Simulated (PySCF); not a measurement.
# What a mistake does to a calculation on B3H4O

These are calculations, not measurements. The program is PySCF 2.14.0, an open-source quantum chemistry code, run on an isolated molecule that a program drew, which may never have been made. The molecule is B3H4O (charge 0, doublet), drawn as the SMILES string `[BH]BBO`.

Each row is a Hartree-Fock (HF) and frozen-core CCSD(T) single point in the cc-pVDZ basis, meant for a local HF minimum. Run 1 is clean. Each other run has one planted mistake out of seven kinds, and not every kind appears here: one electron removed, one electron added, multiplicity raised by two, geometry at a saddle point, minimal basis STO-3G, one bond length entered in bohr, all coordinates scaled. The reference is restricted for singlets and unrestricted otherwise, and also for a bond in bohr. Adding or removing an electron swaps singlet and doublet. Electrons count all cores. HOMO and LUMO are orbital energies over both spins, the gradient is its largest component, and the lowest frequency (negative if imaginary) is given only where the gradient is small. Bond lengths are over the 7 bonds as drawn. T1 is the CCSD diagnostic: over 0.02 (restricted) or 0.045 (unrestricted) a single reference is doubtful.

Geometry of the clean run:
```xyz
8
B3H4O, angstrom
B     0.8362   -1.0617    2.6133
B     1.0370   -0.6715    1.0852
B    -0.1560   -0.7448   -0.1390
O    -1.0304    0.2753   -0.3193
H     0.6895   -1.3620    3.7486
H     2.1535   -0.3281    0.7734
H    -0.2235   -1.7018   -0.8799
H    -1.6233    0.1445   -1.0435
```

```
run,electrons,basis functions,<S^2>,HOMO (eV),LUMO (eV),gradient (hartree/bohr),lowest frequency (cm^-1),mean bond (Å),longest bond (Å),T1,HF (hartree),CCSD(T) (hartree),mistake
1,27,76,0.758,-8.55,1.43,3.8e-05,92,1.3152,1.711,0.0207,-151.20529,-151.67186,no fault
2,27,76,0.757,-8.62,0.95,4.6e-05,-79,1.3186,1.736,0.0213,-151.20106,-151.66889,geometry at a saddle point
3,26,76,0.000,-16.69,-6.70,4.9e-02,-,1.3152,1.711,0.0205,-150.92641,-151.37433,one electron removed
4,27,24,0.757,-6.63,5.84,4.6e-02,-,1.3152,1.711,0.0244,-149.20700,-149.39389,minimal basis STO-3G
5,28,76,0.000,-0.34,8.07,3.4e-02,-,1.3152,1.711,0.0215,-151.18215,-151.69236,?
```

**Which mistake was planted in run 5, and what did it cost?**

It counts 28 electrons, one more than the clean run, at the same geometry and basis. So the mistake is: one electron added. Subtracting run 1 and multiplying by 627.51 kcal/mol a hartree, the energy moved by 14.5 kcal/mol in HF and -12.9 kcal/mol in CCSD(T).

Cautions from the logs. Run 3: T1 is over the limit, so its CCSD(T) energy is less reliable; run 5: T1 is over the limit, so its CCSD(T) energy is less reliable.
